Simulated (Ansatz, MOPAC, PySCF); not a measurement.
Noncovalent pair: stibine (SMILES [SbH3]) (first 4 atoms) with stibine (SMILES [SbH3]); geometry from B3LYP-D3(BJ)/def2-TZVP, rigid monomers moved along the line of their centres of mass till Sb1···Sb5 is 3.94 Å.
(charge 0, multiplicity 1):
```xyz
8

Sb     0.3451    -0.3220    -0.4202
H      1.6069    -0.2715     0.7382
H     -0.4480    -1.5696     0.4464
H     -0.5328     0.8779     0.4312
Sb    -0.3778    -0.1000     3.4463
H      0.0285     1.5048     3.0068
H     -1.0165     0.4303     4.9496
H     -1.9131     0.0343     2.6994
```

Monomers are frozen at their geometry in the pair; levels with a basis set take the counterpoise correction. Rows marked so take none.

Cores are frozen in the correlated methods. Filled d and f shells under p-block atoms count as core. CBS: X⁻³ extrapolation of the correlation energy, Hartree–Fock from the larger set. Rows in 3-21G, LANL2DZ, STO-3G carry no dispersion term and start afresh at each structure; the Pople sets are all-electron and without relativity. LANL2DZ brings its own core potentials from Na on. The state reached by AM1, PM3, PM6, PM7 isn't checked; PM7 holds dispersion and hydrogen-bond terms.

The values were computed with Ansatz (a program for electronic structure) with Gaussian orbitals; MOPAC for AM1, PM3, PM6, PM7 (differences of heats of formation); PySCF for 3-21G rows, LANL2DZ rows, STO-3G rows, the dispersion terms. Values without a source in brackets are computed. In def2 rows elements past Kr take small-core potentials, without spin–orbit coupling.

Other levels give for the interaction energy: PBE/def2-TZVPPD 50.2; B3LYP/def2-TZVPPD 130.5; B3LYP-D3(BJ)/def2-TZVPPD -31.6; wB97M-V/def2-TZVPPD -22.2; CCSD(T)/CBS(def2-SVPD, def2-TZVPPD) 21.8 meV.

Common cheap choices:

```
level                            interaction energy (meV)
-------------------------------  ------------------------
AM1                                                  36.2
PM3                                                  17.6
PM6                                                 231.1
PM7                                                 441.0
HF/STO-3G (no counterpoise)                         182.8
HF/3-21G (no counterpoise)                          174.9
B3LYP/3-21G (no counterpoise)                       109.1
B3LYP/LANL2DZ (no counterpoise)                     154.4
```
